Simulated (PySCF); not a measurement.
C$_{3}$H$_{7}$BrMg (SMILES C[CH](C)[Mg][Br]), singlet, at a GFN2-xTB geometry (such geometries of metal compounds can be far from the true shape).

The PySCF input:
```python
from pyscf import gto, scf, dft

mol = gto.M(
    atom='''
Mg   -1.22059213    0.13462139   -0.04706729
Br    0.60978943    1.06534297    1.19760906
C    -0.86560689   -1.32573145   -1.52096216
C    -0.21512988   -2.50298476   -0.81321563
C     0.10137366   -0.69966033   -2.51220429
H    -1.75166348   -1.67550336   -2.05720800
H     0.13613235   -3.24230875   -1.53948623
H     0.65432148   -2.17734507   -0.23149576
H    -0.91957053   -3.00066685   -0.14180747
H    -0.37383991    0.10995473   -3.07234196
H     0.45195444   -1.44554574   -3.23197175
H     0.98331961   -0.30078642   -1.99890599
''',
    basis='def2-sv(p)',
    verbose=4,
    max_memory=1800,
)

mf = dft.RKS(mol)
mf.xc = 'pbe0'
mf = mf.density_fit(auxbasis='def2-universal-jkfit')
mf.kernel()
```

Problem. What does this run give for the dipole moment, HOMO-LUMO gap, Mulliken (on the basis functions themselves) charges in atom order?

Solution. 
```json
{
  "dipole_moment": "4.25 D",
  "HOMO-LUMO gap": "4.22 eV",
  "Mulliken (on the basis functions themselves) charges in atom order": "Mg1 0.62, Br2 -0.38, C3 -0.61, C4 -0.29, C5 -0.29, H6 0.14, H7 0.12, H8 0.16, H9 0.13, H10 0.13, H11 0.12, H12 0.16"
}
```
